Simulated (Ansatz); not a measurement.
Total energies of Ge₂C (the lowest singlet isomer of a short search) from Ansatz at r2SCAN-D4/def2-TZVP, gas phase (1 Eh = 27.2114 eV = 2625.5 kJ/mol). The reference geometry is relaxed at r2SCAN-D4/def2-TZVP.

```tsv
atom	x (Å)	y (Å)	z (Å)
Ge1	-1.265	-0.320	0.915
Ge2	1.097	0.838	-0.798
C3	0.169	-0.518	-0.117
```

| state | geometry | energy (Eh) |
| --- | --- | --- |
| charge 0 singlet | reference | -4192.00237 |
| charge 1 doublet | reference | -4191.67469 |
| charge 0 triplet | relaxed at r2SCAN-D4/def2-TZVP | -4191.93387 |
| charge 0 quintet | relaxed at r2SCAN-D4/def2-TZVP | -4191.87145 |
| free Ge atom (triplet) | – | -2076.90335 |
| free C atom (triplet) | – | -37.83292 |

Question: Work out the vertical ionisation energy to the doublet.

Answer: E(charge 1 doublet) − E(charge 0 singlet) = -4191.67469 − (-4192.00237) = 0.32768 Eh = 8.92 eV. For comparison, −ε of the highest occupied level is 6.16 eV at this level, 2.76 eV less.

Question: Which of the charge 0 states is lowest, and how far above it are the others?

Answer: The singlet. triplet: -4191.93387 − (-4192.00237) = 0.06850 Eh = 179.8 kJ/mol; quintet: -4191.87145 − (-4192.00237) = 0.13092 Eh = 343.7 kJ/mol.

Question: What is the binding energy per atom against free atoms?

Answer: Atoms: 2 × (-2076.90335) + 1 × (-37.83292) = -4191.63962 Eh. Binding: -4191.63962 − (-4192.00237) = 0.36275 Eh = 9.87 eV, or 3.29 eV for each of 3 atoms (no zero-point energy, no counterpoise term).

The structure comes from a short search, and lower isomers may exist.
